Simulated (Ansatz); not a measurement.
Mulliken charges of CH2FNOSeSi (`F[SiH]1NC(=[Se])O1`) from ωB97M-V/def2-TZVPP in Ansatz (PBE0-D4/def2-TZVP geometry).

```
atom   x (Å)   y (Å)   z (Å)  charge (e)
  F1  -1.396  -0.056   1.907      -0.270
 Si2  -0.100  -0.305   1.048       0.719
  N3   0.242   0.830  -0.194      -0.272
  C4   0.022  -0.159  -1.122       0.171
 Se5   0.155  -0.147  -2.881      -0.153
  O6  -0.335  -1.230  -0.332      -0.324
  H7   0.958  -0.744   1.963      -0.009
  H8   0.545   1.753  -0.445       0.139
```

Q: By hand: the dipole of these point charges (1 e Å = 4.8032 D).

A: Σ q r = (0.395, 0.214, 0.568) e Å, of length 0.724 e Å = 3.48 D.

Q: How does the dipole of the full density compare? (Best estimate.)

A: The calculation gave: (0.276, 0.371, 0.814) e Å, 4.50 D; the point charges give 0.77 times that, at 16° from its direction.

Point charges leave out the atoms' own dipoles, such as those of lone pairs, and Mulliken's split depends on the basis, so the two needn't agree.
